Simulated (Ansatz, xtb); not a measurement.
## Ranking isomers of HOPTe

4 gas-phase structures of HOPTe, found in a search over its isomers (lower ones may exist). Each was relaxed with GFN2-xTB; where two conformers were screened, the lower at r2SCAN-D4/def2-SVP is listed:

A. `O=P[TeH]`, a singlet
B. `O=[PH]=[Te]`, a singlet
C. `OP=[Te]`, a singlet
D. `O1P[Te]1`, a singlet

Q: Make a reasoned guess at their ranking by r2SCAN-D4/def2-SVP single-point energy.

A: Calculated order at r2SCAN-D4/def2-SVP: C (0.0), A (49.8), B (65.5), D (157.6) kJ/mol.

Energies above the lowest of each column, in kJ/mol; the last columns are at PBE-D3(BJ)/def2-SVP geometries and were run for some of them only (a dash: not run or not comparable):

```json
{"structure": "C", "GFN2-xTB": "37.8", "HF/STO-3G": "0.0", "r2SCAN-D4/def2-SVP": "0.0", "PBE-D3(BJ)/def2-SVP": "0.0", "CCSD(T)/def2-TZVPP": "0.0"}
{"structure": "A", "GFN2-xTB": "0.0", "HF/STO-3G": "56.4", "r2SCAN-D4/def2-SVP": "49.8", "PBE-D3(BJ)/def2-SVP": "38.9", "CCSD(T)/def2-TZVPP": "43.8"}
{"structure": "B", "GFN2-xTB": "58.9", "HF/STO-3G": "216.2", "r2SCAN-D4/def2-SVP": "65.5", "PBE-D3(BJ)/def2-SVP": "59.7", "CCSD(T)/def2-TZVPP": "–"}
{"structure": "D", "GFN2-xTB": "64.4", "HF/STO-3G": "73.9", "r2SCAN-D4/def2-SVP": "157.6", "PBE-D3(BJ)/def2-SVP": "–", "CCSD(T)/def2-TZVPP": "–"}
```

CCSD(T)/def2-TZVPP puts C lowest of those it was run on; GFN2-xTB picks A. Flexible structures stand in one conformer each, not always the lowest. Frequencies (PBE-D3(BJ)/def2-SVP) were run for A, C alone. Large T1 diagnostics make some coupled-cluster values less sure. Atoms past krypton carry core potentials in the def2 sets, without spin–orbit terms.

Over these structures GFN2-xTB departs from r2SCAN-D4/def2-SVP by 43.5 kJ/mol on average once a common shift is removed. A GFN2-xTB relaxation took about 0.052 s and the r2SCAN-D4/def2-SVP energy about 1.7 s on a shared host (Ansatz 0.2.0, xtb 6.7.1).
